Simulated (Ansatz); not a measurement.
Geometry optimisation, DFT PBE, scalar-relativistic, plane waves, PAW (Ansatz 0.2.0).

Input:

```yaml
crystal:
  lattice:
    - [7.398, 0.0, 0.0]
    - [-3.699, 6.406856, 0.0]
    - [0.0, 0.0, 12.0]
  atoms:
    - { symbol: C, position: [0.0, 0.0, 0.0833333] }
    - { symbol: C, position: [0.2222222, 0.1111111, 0.0833333] }
    - { symbol: C, position: [0.0, 0.3333333, 0.0833333] }
    - { symbol: C, position: [0.2222222, 0.4444444, 0.0833333] }
    - { symbol: C, position: [0.0, 0.6666667, 0.0833333] }
    - { symbol: C, position: [0.2222222, 0.7777778, 0.0833333] }
    - { symbol: C, position: [0.3333333, 0.0, 0.0833333] }
    - { symbol: C, position: [0.5555556, 0.1111111, 0.0833333] }
    - { symbol: C, position: [0.3333333, 0.3333333, 0.0833333] }
    - { symbol: C, position: [0.5555556, 0.4444444, 0.0833333] }
    - { symbol: C, position: [0.3333333, 0.6666667, 0.0833333] }
    - { symbol: C, position: [0.5555556, 0.7777778, 0.0833333] }
    - { symbol: C, position: [0.6666667, 0.0, 0.0833333] }
    - { symbol: C, position: [0.8888889, 0.1111111, 0.0833333] }
    - { symbol: C, position: [0.6666667, 0.3333333, 0.0833333] }
    - { symbol: C, position: [0.8888889, 0.4444444, 0.0833333] }
    - { symbol: C, position: [0.6666667, 0.6666667, 0.0833333] }
    - { symbol: C, position: [0.8888889, 0.7777778, 0.0833333] }
    - { symbol: Cu, position: [0.9210669, 0.2710431, 0.255], spin: 1.0 }
magnetization:
  spin_polarized: true
basis:
  ecutwfc: 420.0
kpoints:
  mp_grid: { grid: [2, 2, 1] }
hamiltonian:
  xc: pbe
scf:
  occupations: { method: gaussian, width: 0.05 }
  lower_state_search: "off"
relax:
  f_tol: 0.03
  max_steps: 60
  adjacent_minimum: "off"
output:
  write_density: true
  write_potential: true
  elf: true
  volumetric_format: npy
```

Launched with:

```bash
$ ansatz run input.yaml --threads 2 --pin off --max-ram 5120MiB --backend cpu --events-out ev --progress --plain --runs-dir out
```

Task: Where does it end, and by what steps?

Result: The run converged. Limits of this set-up: coarse k mesh, slab without dipole correction, a typed lattice constant that wasn't relaxed here. After 9 steps the energy has fallen by 0.091 eV; Cu19 moved furthest, 0.45 Å.

| step | energy less start (eV) | largest force component (eV/Å) | accepted |
| --- | --- | --- | --- |
| 0 | 0.0000 | 0.730 | yes |
| 1 | -0.0513 | 0.380 | yes |
| 2 | -0.0703 | 0.116 | yes |
| 3 | -0.0769 | 0.114 | yes |
| 4 | -0.0851 | 0.060 | yes |
| 5 | -0.0859 | 0.262 | yes |
| 6 | -0.0883 | 0.164 | yes |
| 7 | -0.0886 | 0.123 | yes |
| 8 | -0.0903 | 0.052 | yes |
| 9 | -0.0906 | 0.017 | yes |

```xyz
19
Lattice="7.3980 0.0000 0.0000 -3.6990 6.4069 0.0000 0.0000 0.0000 12.0000" Properties=species:S:1:pos:R:3
C -0.014 0.005 1.009
C 1.221 0.732 0.980
C -1.252 2.167 1.099
C -0.014 2.876 1.010
C -2.480 4.286 0.975
C -1.252 4.998 0.979
C 2.447 0.018 0.973
C 3.674 0.732 0.981
C 1.221 2.149 0.980
C 2.447 2.862 0.973
C -0.023 4.286 0.975
C 1.219 5.002 0.975
C 4.909 0.005 1.009
C 6.146 0.713 1.098
C 3.674 2.149 0.981
C 4.909 2.876 1.010
C 2.447 4.290 0.978
C 3.676 5.002 0.975
Cu 6.147 1.439 3.100
```

Whether the end is a true minimum wasn't checked by a vibrational analysis.

The run took 70 s on 2 threads of AMD EPYC 9R45 96-Core Processor (Zen 5) (shared host), peak memory 1 GiB.
